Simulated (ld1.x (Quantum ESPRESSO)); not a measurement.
# europium: excitation energies, all-electron against TM

ld1.x (Quantum ESPRESSO) 7.5 input, shortened:

```
&input
   title='Eu', zed=63., rel=1, dft='PBESOL', iswitch=3,
   config='[Xe] 4f6 5d1 6s0 6p0'
 /
 &inputp
   pseudotype=2, tm=.true., lloc=-1, rcloc=3.45,
   nlcc=.true., new_core_ps=.true., rcore=2.15
 /
3
6S  1  0   0.00   0.00  2.30  2.30  0.0
6P  2  1   0.00   0.00  3.85  3.85  0.0
5D  3  2   1.00   0.00  3.45  3.45  0.0
 &test
   configts(1)='5d1 6s0 6p0'
 /
```

Energies are relative to the spin-unpolarised reference configuration 5d1 6s0 6p0; without spin polarisation the order of configurations can differ from experiment.

(1) Give the all-electron excitation energy and the error of the potential for: 5d1 6s2 6p0; 5d1 6s1 6p0; 5d1 6s1.5 6p0; 5d0 6s2 6p1; 5d1 6s1 6p1; 5d2 6s0 6p0; 5d0 6s2 6p0.

Levels in the configuration 5d1 6s2 6p0:

```tsv
level	all-electron (eV)	pseudo (eV)
5d	-2.660	-2.661
6s	-4.083	-4.126
```

Note: ghost state, extra bound levels that the all-electron valence spectrum of the same l lacks: s at -9.6 eV. A true bound ghost makes a file unfit for plane-wave use.

## Answers

(1)

```json
{"valence configuration": "5d1 6s2 6p0", "charge": "0", "ΔE all-electron (eV)": "-18.460", "error AE − PS (meV)": "+36"}
{"valence configuration": "5d1 6s1 6p0", "charge": "+1", "ΔE all-electron (eV)": "-11.882", "error AE − PS (meV)": "0.0"}
{"valence configuration": "5d1 6s1.5 6p0", "charge": "+0.5", "ΔE all-electron (eV)": "-15.808", "error AE − PS (meV)": "+15"}
{"valence configuration": "5d0 6s2 6p1", "charge": "0", "ΔE all-electron (eV)": "-16.507", "error AE − PS (meV)": "-45"}
{"valence configuration": "5d1 6s1 6p1", "charge": "0", "ΔE all-electron (eV)": "-15.633", "error AE − PS (meV)": "+28"}
{"valence configuration": "5d2 6s0 6p0", "charge": "+1", "ΔE all-electron (eV)": "-10.976", "error AE − PS (meV)": "-130"}
{"valence configuration": "5d0 6s2 6p0", "charge": "+1", "ΔE all-electron (eV)": "-12.292", "error AE − PS (meV)": "-40"}
```
